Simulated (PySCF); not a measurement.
Sn(GeH3)(OH)3, SMILES [OH][Sn]([OH])([OH])[GeH3], singlet, PBE0/def2-SVP optimised geometry.

```
11

O     -1.23    -1.75     1.80
Sn    -0.72    -1.08     0.00
O     -1.24     0.84     0.00
O      1.27    -1.08     0.00
Ge    -1.76    -2.42    -1.96
H     -0.43    -1.93     2.32
H     -1.60     1.08     0.86
H      1.60    -0.17     0.02
H     -1.19    -3.85    -1.93
H     -3.28    -2.45    -1.77
H     -1.39    -1.73    -3.28
```

Density from PySCF with PBE0/def2-TZVP, def2 effective core potentials past Kr at that geometry. The core electrons that the potentials of Sn replace are not part of the density.

Minimum of the electron density along straight lines between bonded atoms, close to the bond critical point (lines longer than 1.1 times the sum of covalent radii, or with two minima, are not listed):

| bond | length / Å | ρ at the minimum / e bohr⁻³ | ∇²ρ there / e bohr⁻⁵ | position (fraction from the first atom) |
|---|---|---|---|---|
| O1–Sn2 | 1.985 | 0.118 | 0.45 | 0.49 |
| Sn2–O3 | 1.985 | 0.118 | 0.45 | 0.51 |
| Sn2–O4 | 1.986 | 0.118 | 0.45 | 0.51 |
| Sn2–Ge5 | 2.593 | (withheld) | (withheld) | 0.51 |
| O1–H6 | 0.966 | 0.354 | -2.35 | 0.80 |
| O3–H7 | 0.966 | 0.354 | -2.35 | 0.80 |
| O4–H8 | 0.966 | 0.354 | -2.35 | 0.80 |
| Ge5–H9 | 1.535 | 0.134 | 0.05 | 0.59 |
| Ge5–H10 | 1.535 | 0.134 | 0.05 | 0.59 |
| Ge5–H11 | 1.535 | 0.134 | 0.05 | 0.59 |

Question: What belongs in the gaps?

Answer: 
- Sn2–Ge5, ρ at the minimum / e bohr⁻³: 0.074
- Sn2–Ge5, ∇²ρ there / e bohr⁻⁵: -0.05
